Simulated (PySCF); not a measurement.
PySCF job for C₃H₅FOSi, SMILES C#C[Si@H](F)CO, PBE/pcSseg-1. Coordinates come from a ωB97X-D3(BJ)/def2-SVP optimisation. The structure was generated by enumeration; whether it is a known compound was not checked. One conformer was computed; it need not be the lowest.

```python
import numpy as np
from pyscf import gto, scf, dft
from pyscf.prop.nmr import rks as nmr

mol = gto.M(
    atom='''
    C     2.32717679    0.45777789   -1.13550811
    C     1.40859573    0.24072751   -0.37058271
    Si   -0.04086861   -0.06990640    0.72208825
    F     0.15396277   -1.51422644    1.45057660
    C    -1.54301747   -0.07611897   -0.40580076
    O    -1.52989684    1.14540543   -1.13672997
    H     3.15044377    0.64816784   -1.80464177
    H    -0.10864817    0.97095039    1.77306363
    H    -1.56189204   -0.96794660   -1.06263544
    H    -2.47690717   -0.09719091    0.17862254
    H    -0.73385615    1.15518469   -1.68364478
    ''',
    basis='pcSseg-1',
    charge=0,
    spin=0,
    max_memory=1600,
    verbose=3,
)
mf = dft.RKS(mol, xc='pbe')
mf.grids.level = 3
mf.conv_tol = 1e-10
mf.max_cycle = 100
mf.kernel()
n = nmr.NMR(mf)
n.verbose = 2
n.max_cycle_cphf = 60
sigma = n.kernel()
print('atom   isotropic/ppm   span/ppm')
for i, s in enumerate(sigma):
    w = np.linalg.eigvalsh((s + s.T) / 2)
    print(f'{mol.atom_symbol(i):2s}{i + 1:3d} {w.mean():14.3f} {w[2] - w[0]:11.3f}')
```

Program output:

```
converged SCF energy = -581.365527237792
atom   isotropic/ppm   span/ppm
C   1         79.950     253.357
C   2         95.065     286.980
Si  3        361.388      84.351
F   4        349.293      40.181
C   5        125.479      85.207
O   6        333.145     135.032
H   7         28.871      14.277
H   8         26.211       7.815
H   9         27.493       8.851
H  10         27.496       7.825
H  11         31.773      21.592
```

Self-consistency was reached.
